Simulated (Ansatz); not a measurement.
One change: `CC[Si]SC` becomes `CC[Si]S`.

Ansatz, PBE0-D4/def2-TZVP geometries, multiplicity 1. Each molecule was computed in one conformer, which needn't be the lowest.

```json
{"property": "HOMO energy (PBE/def2-TZVPP) / eV", "`CC[Si]SC`": "-5.23"}
{"property": "HOMO–LUMO gap (ωB97M-V/def2-TZVPP) / eV", "`CC[Si]SC`": "8.35"}
{"property": "LUMO energy (ωB97M-V/def2-TZVPP) / eV", "`CC[Si]SC`": "0.01"}
{"property": "zero-point energy (PBE0-D4/def2-TZVP) / kJ/mol", "`CC[Si]SC`": "274.8"}
{"property": "HOMO energy (PBE0/def2-TZVPP) / eV", "`CC[Si]SC`": "-6.26"}
{"property": "HOMO energy (B3LYP/def2-TZVPP) / eV", "`CC[Si]SC`": "-6.09"}
```

What does the change do to each property? (Estimate.)

Computed: 
| property | `CC[Si]S` | shift |
| --- | --- | --- |
| HOMO energy (PBE/def2-TZVPP) / eV | -5.45 | -0.22 |
| HOMO–LUMO gap (ωB97M-V/def2-TZVPP) / eV | 8.37 | 0.02 |
| LUMO energy (ωB97M-V/def2-TZVPP) / eV | -0.19 | -0.20 |
| zero-point energy (PBE0-D4/def2-TZVP) / kJ/mol | 195.6 | -79.2 |
| HOMO energy (PBE0/def2-TZVPP) / eV | -6.49 | -0.23 |
| HOMO energy (B3LYP/def2-TZVPP) / eV | -6.32 | -0.23 |

The zero-point energy changes by -79.2 kJ/mol with -9 modes.

B3LYP here is the variant with VWN-RPA as its local correlation; programs differ in this.
